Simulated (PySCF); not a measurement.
Isomers of C5H6FNO, one GFN2-xTB conformer each. Single-point energies are computed at PBE0/pcSseg-1 (PySCF, gas phase, no added dispersion term), electronic only.

Question: Rank them by PBE0/pcSseg-1 energy, lowest first (kJ/mol).
A. `[CH:1]#[C:2][C@H:3]([F:4])[C:5](=[O:6])[NH:7][CH3:8]` with C2–C3–C5–O6 -84°, C3–C5–N7–C8 180°
B. `[N:1]#[C:2][CH2:3][C@@H:4]([CH:5]=[O:6])[CH2:7][F:8]` with C2–C3–C4–C5 173°, C3–C4–C5–O6 -8°, C3–C4–C7–F8 174°
C. `[CH3:1][C@@H:2]([C:3]#[N:4])[C@@H:5]1[O:6][C@H:7]1[F:8]` with C1–C2–C5–O6 150°
D. `[N:1]#[C:2][C@@:3]1([CH2:4][F:5])[CH2:6][CH2:7][O:8]1` with C2–C3–C4–F5 165°

Answer: B (0.0), C (58.5), D (81.3), A (82.7).

As drawn, the lowest has a C≡N group, which the highest lacks; the highest has a C≡C bond, an N–H bond and a C(=O)–N unit, which the lowest lacks. Neighbours under 10 kJ/mol apart (N#C[C@@]1(CF)CCO1 and C#C[C@H](F)C(=O)NC) can change places with a better method, another conformer or zero-point energy. GFN2-xTB itself gives, in the same order: 3.2, 0.0, 21.1, 16.6. GFN2-xTB puts C[C@@H](C#N)[C@@H]1O[C@H]1F lowest instead; measured from each level's own lowest isomer, the values differ by up to 66.1 kJ/mol (C#C[C@H](F)C(=O)NC: 16.6 against 82.7).

Which frontier levels, dipoles and rotational constants go with these structures?

```
                     SMILES  HOMO (eV, PBE0/pcSseg-1)  LUMO (eV)  dipole (D)      A, B, C (MHz)
          N#CC[C@@H](C=O)CF                     -8.13      -1.42        1.87  2486, 1499, 978.5
C[C@@H](C#N)[C@@H]1O[C@H]1F                     -8.98       0.38        4.35   4307, 1193, 1009
          N#C[C@@]1(CF)CCO1                     -8.24      -0.12        2.89   2803, 1944, 1401
         C#C[C@H](F)C(=O)NC                     -7.60      -0.22        2.59   3141, 1406, 1261
```
